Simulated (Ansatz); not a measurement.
Program: Ansatz. Geometries: PBE0-D4/def2-TZVP. ΔE: electronic, gas phase. CCSD(T)/CBS adds triple-zeta CCSD(T) − MP2 to the extrapolated MP2 energy (def2 sets, frozen cores). This one scheme is used for every species. DFT in def2-TZVPP. B3LYP here is the variant with VWN-RPA as its local correlation; programs differ in this. Each species was taken in one conformer, which may not be the lowest.

Consider the hydrogenolysis of the Si–F bond: `F[SiH](F)S[SiH2]Cl` + H₂ → `F[SiH2]S[SiH2]Cl` + H–F.

**Question.** Is it downhill or uphill in electronic energy at CCSD(T)/CBS, and by how much? (Estimate.)

**Answer.** Ansatz gave: Uphill: ΔE = +126.9 kJ/mol.

**Question.** What do these levels give: r2SCAN-D4, B3LYP-D4, ωB97M-V, r2SCAN, PBE0, B3LYP, HF/def2-TZVPP, CCSD/def2-TZVPP, HF/def2-QZVPP, MP2/def2-QZVPP, SCS-MP2/def2-QZVPP, MP2/CBS(def2)? (Estimate.)

**Answer.** The calculation gave: r2SCAN-D4 137.3, B3LYP-D4 131.5, ωB97M-V 131.6, r2SCAN 136.7, PBE0 119.3, B3LYP 127.6, HF/def2-TZVPP 127.7, CCSD/def2-TZVPP 125.0, HF/def2-QZVPP 129.6, MP2/def2-QZVPP 130.8, SCS-MP2/def2-QZVPP 130.1, MP2/CBS(def2) 130.4 kJ/mol.

Largest T1 diagnostic among the species: 0.011.

The D4 term adds +3.9 kJ/mol with B3LYP and +2.1 kJ/mol with PBE0; it sums over pairs of atoms, weighted by their polarisabilities, and B3LYP, whose exchange is more repulsive, gets the larger term.
